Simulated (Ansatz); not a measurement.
The same redistribution along the group Sc, Y.

Isolated molecules relaxed with PBE0-D4/def2-TZVP in Ansatz; ΔE leaves out vibrations. CBS: MP2 limit from def2 TZ/QZ plus the TZ coupled-cluster correction, frozen cores. DFT in def2-TZVPP. def2 core potentials past Kr. For Cd, Sc, Y outer-core shells are correlated without core-valence functions, which leaves a few kJ/mol of doubt a bond. Scalar relativity is left out up to krypton. One conformer a species, not always the lowest.

| reaction | B2PLYP (kJ/mol) | CCSD(T)/CBS(def2) (kJ/mol) |
| --- | --- | --- |
| `[NH2][Sc]([NH2])[OH]` + `[OH][Cd][OH]` → `[NH2][Sc]([OH])[OH]` + `[NH2][Cd][OH]` | -65 | -63 |
| `[NH2][Y]([NH2])[OH]` + `[OH][Cd][OH]` → `[NH2][Y]([OH])[OH]` + `[NH2][Cd][OH]` | -68 | -67 |

Largest T1 diagnostic: 0.017, for `[OH][Cd][OH]`.
